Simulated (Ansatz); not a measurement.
HgCl₂ (the lowest singlet isomer of a short search) was relaxed with PBE0-D4 (def2-TZVP) in Ansatz in these states: neutral quintet, neutral singlet, neutral triplet. The geometries follow in no particular order.

In the def2 sets Hg takes a core potential; there is no spin–orbit coupling.

A:

Cartesian coordinates in Å:
```
Hg 0.051 -0.052 -0.085
Cl -0.066 -2.212 1.387
Cl 0.015 2.264 -1.302
```

B:

```xyz
3

Hg    0.000    0.000    0.000
Cl   -1.907    1.039    2.068
Cl    1.907   -1.039   -2.068
```

C:

```xyz
3

Hg    0.001    0.000    0.001
Cl    0.766    2.085    0.399
Cl   -0.767   -2.085   -0.399
```

Problem. Judge from the bond lengths which geometry belongs to which state (an estimate).

Solution. A is the neutral triplet (Hg1–Cl2 2.617 Å, Hg1–Cl3 2.617 Å); B is the neutral quintet (Hg1–Cl2 2.999 Å, Hg1–Cl3 2.999 Å); C is the neutral singlet (Hg1–Cl2 2.257 Å, Hg1–Cl3 2.257 Å).

At PBE0-D4/def2-TZVP a singlet lies 3.76 eV below the neutral triplet. At PBE0-D4/def2-TZVP a singlet lies 9.37 eV below the neutral quintet. These are the stationary points nearest to one start from a short search; other shapes may lie lower in each state.
